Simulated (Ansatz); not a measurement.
Geometry optimisation, Ansatz, RKS PBE0/def2-SVP.

Input:

```yaml
crystal:
  periodic: [false, false, false]
  atoms:
    - { symbol: Si, position_ang: [-0.647446, -0.167162, -0.333758] }
    - { symbol: F, position_ang: [0.005286, 0.907746, 2.167253] }
    - { symbol: Cl, position_ang: [1.074922, -1.11168, 0.242434] }
    - { symbol: Cl, position_ang: [-0.302078, 1.812234, -0.748684] }
    - { symbol: Cl, position_ang: [-1.195466, -1.024945, -2.132752] }
    - { symbol: P, position_ang: [-2.264627, -0.414508, 1.14424] }
    - { symbol: H, position_ang: [-3.187386, -0.947819, 0.196285] }
    - { symbol: H, position_ang: [-1.740963, -1.665071, 1.581595] }
    - { symbol: H, position_ang: [-0.780042, 1.299106, 2.458187] }
basis:
  gaussian: { orbitals: def2-SVP }
hamiltonian:
  xc: pbe0
relax:
  f_tol: 0.03
  max_steps: 50
```

Run as:

```bash
$ ansatz run input.yaml --threads 4 --pin off --max-ram 5120MiB --backend cpu --events-out ev --progress --plain --runs-dir out
```

**Question.** Where does it end, and by what steps?

**Answer.** The run converged. The force dipped under the threshold on the way, but the program's further checks kept it going. After 28 steps the energy has fallen by 0.105 eV; H7 moved furthest, 0.66 Å.

| step | energy less start (eV) | largest force component (eV/Å) | accepted |
| --- | --- | --- | --- |
| 0 | 0.0000 | 0.649 | yes |
| 1 | -0.0522 | 1.093 | yes |
| 2 | -0.0537 | 1.270 | yes |
| 3 | -0.0678 | 0.236 | yes |
| 4 | -0.0491 | 0.603 | no |
| 5 | -0.0795 | 0.083 | yes |
| 6 | -0.0825 | 0.014 | yes |
| 7 | -0.0829 | 0.187 | yes |
| 8 | -0.0834 | 0.120 | yes |
| 9 | -0.0846 | 0.035 | yes |
| 10 | -0.0551 | 1.723 | no |
| 11 | -0.0885 | 0.038 | yes |
| 12 | -0.0814 | 1.025 | no |
| 13 | -0.0909 | 0.038 | yes |
| 14 | -0.0921 | 0.298 | yes |
| 15 | -0.0914 | 0.547 | no |
| 16 | -0.0942 | 0.121 | yes |
| 17 | -0.0960 | 0.073 | yes |
| 18 | -0.0981 | 0.142 | yes |
| 19 | -0.0949 | 0.692 | no |
| 20 | -0.0996 | 0.081 | yes |
| 21 | -0.1008 | 0.190 | yes |
| 22 | -0.1009 | 0.379 | yes |
| 23 | -0.1044 | 0.011 | yes |
| 24 | -0.1047 | 0.048 | yes |
| 25 | -0.1047 | 0.173 | no |
| 26 | -0.1052 | 0.004 | yes |
| 27 | -0.1052 | 0.061 | yes |
| 28 | -0.1053 | 0.012 | yes |

```xyz
9
Properties=species:S:1:pos:R:3
Si -0.584 -0.272 -0.455
F 0.020 1.416 2.555
Cl 1.251 -0.919 0.169
Cl -0.518 1.707 -0.957
Cl -1.108 -1.342 -2.130
P -2.050 -0.539 1.227
H -3.204 -0.322 0.419
H -2.080 -1.961 1.139
H -0.764 0.921 2.608
```

Whether the end is a true minimum wasn't checked by a vibrational analysis.

Run time: 46 s on 4 threads of Intel(R) Xeon(R) Platinum 8559C (Emerald Rapids), with other jobs on the host, peak memory 0.33 GiB.
